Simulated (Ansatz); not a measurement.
`[CH3][SnH2][CH2][AlH2]` and `[CH3][SnH2][CH3]` differ in one atom or group.

Ansatz, PBE0-D4/def2-TZVP geometries, multiplicity 1. Each molecule was computed in one conformer, which needn't be the lowest.

Elements past krypton have def2 core potentials.

```csv
property,`[CH3][SnH2][CH2][AlH2]`
size of the dipole moment (ωB97M-V/def2-TZVPP) / D,1.66
size of the dipole moment (PBE/def2-TZVPP) / D,1.78
HOMO–LUMO gap (B3LYP/def2-TZVPP) / eV,6.00
HOMO–LUMO gap (PBE0/def2-TZVPP) / eV,6.42
HOMO energy (B3LYP/def2-TZVPP) / eV,-7.35
HOMO–LUMO gap (ωB97M-V/def2-TZVPP) / eV,10.14
```

(1) Give the same properties after the change, and the shifts. (Estimate.)

Results:

(1) Computed: 
```csv
property,`[CH3][SnH2][CH3]`,shift
size of the dipole moment (ωB97M-V/def2-TZVPP) / D,0.73,-0.93
size of the dipole moment (PBE/def2-TZVPP) / D,0.81,-0.97
HOMO–LUMO gap (B3LYP/def2-TZVPP) / eV,8.07,2.07
HOMO–LUMO gap (PBE0/def2-TZVPP) / eV,8.55,2.13
HOMO energy (B3LYP/def2-TZVPP) / eV,-7.81,-0.46
HOMO–LUMO gap (ωB97M-V/def2-TZVPP) / eV,11.91,1.77
```

With PBE0 the HOMO falls by 0.45 eV and the LUMO rises by 1.67 eV, so the gap widens by about 2.12 eV. PBE moves the HOMO by -0.42 eV and ωB97M-V by -0.50 eV. Dipoles are sizes alone; their direction can turn.

B3LYP here is the variant with VWN-RPA as its local correlation; programs differ in this.
